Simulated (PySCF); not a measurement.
[MoO4]2- (charge -2 and singlet state).
Bonds: Mo1–O2, Mo1–O3, Mo1–O4, Mo1–O5.
The ion is multiply charged and has no counter-ions or solvent; whether it holds all its electrons wasn't checked.

Computed by this run: PBE0-D3(BJ)/def2-SVP geometry optimisation, gas phase, def2 core potentials past Kr (PySCF); density fitting, grid level 1; the optimiser is geomeTRIC in internal coordinates, started from a GFN2-xTB structure.

Step 0: E = -10030.5172 eV
```
atom  x, y, z in Å  |  force x, y, z in eV/Å
Mo1    -0.0008    0.0000    0.0004    0.040   0.002  -0.023
O2      0.0104   -0.0177    1.7002    0.035  -0.039   3.893
O3      1.5985    0.0102   -0.5769    3.616   0.022  -1.301
O4     -0.8079    1.3925   -0.5472   -1.853   3.184  -1.253
O5     -0.8002   -1.3851   -0.5765   -1.839  -3.170  -1.316
```

Task: Estimate the geometry and energy of step 1. (The exact step hangs on the optimiser's Hessian estimate; all steps are aligned on step 0, rigid shifts and turns removed.)

Result: E = -10030.8163 eV, largest force 2.002 eV/Å
```
atom  x, y, z in Å  |  force x, y, z in eV/Å
Mo1    -0.0005    0.0000   -0.0001   -0.003  -0.001   0.006
O2      0.0122   -0.0190    1.8113   -0.015   0.024  -2.001
O3      1.7031    0.0110   -0.6134   -1.870  -0.012   0.667
O4     -0.8614    1.4836   -0.5834    0.949  -1.637   0.645
O5     -0.8534   -1.4757   -0.6145    0.939   1.625   0.683
```

The energy changes by -0.2990 eV. The first-order estimate −F·Δx gives -1.7280 eV and the mean of the old and new forces, exact on a quadratic surface, -0.4197 eV. The step makes an angle of 0° with the force vector and moves no atom by more than 0.112 Å.

What follows is the cost of the whole optimisation. Time: 13 s; peak memory 0.35 GiB. Hardware: one thread of an Intel Xeon 6975P-C, no GPU, on a shared host.
